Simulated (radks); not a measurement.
Problem. The calcium ion Ca+, 19 electrons, occupied as [Ar] 4s1. All-electron calculation, Dirac Kohn-Sham, BP86, spin-unpolarised, spherical densities, finite nucleus; Fermi nuclear charge, rms radius 3.4776 fm. Program: a radial shooting solver on a logarithmic mesh with Libxc functionals. Some entries of the table are withheld. Estimate them.

| orbital | occ. | eigenvalue (hartree) | <r^2> (bohr^2) |
|---|---|---|---|
| 1s1/2 | 2 | -145.4436 | 0.007940 |
| 2s1/2 | 2 | -15.49390 | 0.1571 |
| 2p1/2 | 2 | -12.65697 | 0.1317 |
| 2p3/2 | 4 | -12.52137 | 0.1336 |
| 3s1/2 | 2 | (1) | 1.538 |
| 3p1/2 | 2 | (2) | 1.878 |
| 3p3/2 | 4 | (3) | 1.901 |
| 4s1/2 | 1 | -0.33568 | 14.57 |
| 3d3/2 | 0 | -0.31189 | 5.107 |
| 3d5/2 | 0 | -0.31113 | 5.128 |
| 4p1/2 | 0 | -0.22381 | 21.46 |
| 4p3/2 | 0 | -0.22266 | 21.63 |

Solution. 
(1) 3s1/2 eigenvalue (hartree): -1.98745
(2) 3p1/2 eigenvalue (hartree): -1.29486
(3) 3p3/2 eigenvalue (hartree): -1.28065
